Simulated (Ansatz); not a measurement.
Two isomers of BF2H3OSi: A = `O[SiH2]B(F)F`, B = `FB(F)O[SiH3]`.

Gas-phase electronic energies from Ansatz, PBE0-D4/def2-TZVP geometries. CBS: MP2 limit from def2 TZ/QZ plus the TZ coupled-cluster correction, frozen cores. Functionals use def2-TZVPP. One conformer a species, not always the lowest.

(1) Which isomer does CCSD(T)/CBS put lower? Give the gap. (An estimate is asked.)

(2) Give E(B) − E(A) in kJ/mol with HF/def2-TZVPP, BLYP-D4, PBE0-D4, CCSD(T)/def2-SVP, CCSD/def2-TZVPP, MP2/def2-TZVPP, ωB97M-V. (Best estimate.)

(3) Does the order hold for the free energy at 298.15 K (harmonic terms from PBE0-D4)? (Estimate.)

Largest T1 diagnostic: 0.013.

Answers

(1) The calculation gave: B, by 157.6 kJ/mol.

(2) The calculation gave: HF/def2-TZVPP -184.1, BLYP-D4 -150.2, PBE0-D4 -149.8, CCSD(T)/def2-SVP -184.7, CCSD/def2-TZVPP -163.3, MP2/def2-TZVPP -163.8, ωB97M-V -159.5. None reverses the order clearly.

(3) Computed: Yes: G(B) − G(A) = -159.6 kJ/mol, for one conformer each. Modes under 60 cm⁻¹, often nearly free rotors, make the harmonic entropy too high.

From r2SCAN to r2SCAN0 (25 % exact exchange), in def2-TZVPP and without D4, E(B) − E(A) moves by −5.7 kJ/mol. Leaving LDA and LC-ωPBE aside and taking each functional with its dispersion term where it has one, the values, not all of them listed here, spread over 31.3 kJ/mol, from BHLYP-D4 to revPBE-D4. LDA lies −8.9 kJ/mol from PBE without D4.
